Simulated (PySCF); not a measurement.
## Telling isomers of C5H11NO2Si2 apart by NMR

In vacuum, relativity neglected, single conformer, one averaged value for each set of equivalent atoms. Geometry from GFN2-xTB; shieldings: GIAO PBE0/pcSseg-1; PySCF 2.14.

References, each an isolated molecule treated in the same way: TMS for 1H and 13C. Where no couplings were computed, multiplicities follow the n + 1 count of equivalent neighbours, and m marks all less simple cases (inequivalent or close neighbours, rings, F or P nearby). Shifts are as computed. Against solution values, carbons near 30 ppm lie about +3 ppm off and those near 130 ppm about +5 ppm. Of 1309 compounds with measured shifts, 239 miss one by over three times the rms of a fit or turn the order of signals round; such compounds aren't used in these exercises. OH and NH positions are gas-phase values without hydrogen bonding to other molecules.

(1) Tabulate the signals of `CO[Si@@H]1CC[C@@H](C#N)[SiH2]O1`, `CN[Si@H](O[SiH3])c1ccco1` and their relative energies.

(2) What is the quickest way to tell CO[Si@@H]1CC[C@@H](C#N)[SiH2]O1 from CN[Si@H](O[SiH3])c1ccco1?

Answers

(1) 
| SMILES | carbon types | δC | δH | E rel. (kcal/mol) |
| --- | --- | --- | --- | --- |
| CO[Si@@H]1CC[C@@H](C#N)[SiH2]O1 | 1×C 1×CH 2×CH2 1×CH3 | 123.7, 52.7, 27.2, 17.1, 15.1 | 5.24 (m, 1H), 5.15 (m, 1H), 4.97 (m, 1H), 3.94 (s, 3H), 2.47 (m, 1H), 1.85 (m, 1H), 1.76 (m, 1H), 0.90 (m, 1H), 0.75 (m, 1H) | 0.0 |
| CN[Si@H](O[SiH3])c1ccco1 | 1×C 3×CH 1×CH3 | 160.3, 152.5, 127.4, 116.6, 30.0 | 7.75 (m, 1H), 7.24 (m, 1H), 6.77 (m, 1H), 5.44 (s, 1H), 5.16 (s, 3H), 2.94 (s, 3H), 0.38 (br s, 1H) | 23.3 |

Energies are electronic energies at PBE0/pcSseg-1 on these geometries, without zero-point or thermal terms, each for the one conformer computed, which needn't be the lowest.

(2) Both give the same number of carbon signals, but DEPT or the intensities differ. The first has an sp3 CH2 in a ring at 27.2 ppm, the second an aromatic CH next to the ring oxygen at 152.5 ppm. Their most deshielded carbons lie at 123.7 and 160.3 ppm. In the proton spectra the most deshielded non-exchanging signals are 5.24 (m, 1H) and 7.75 (m, 1H).
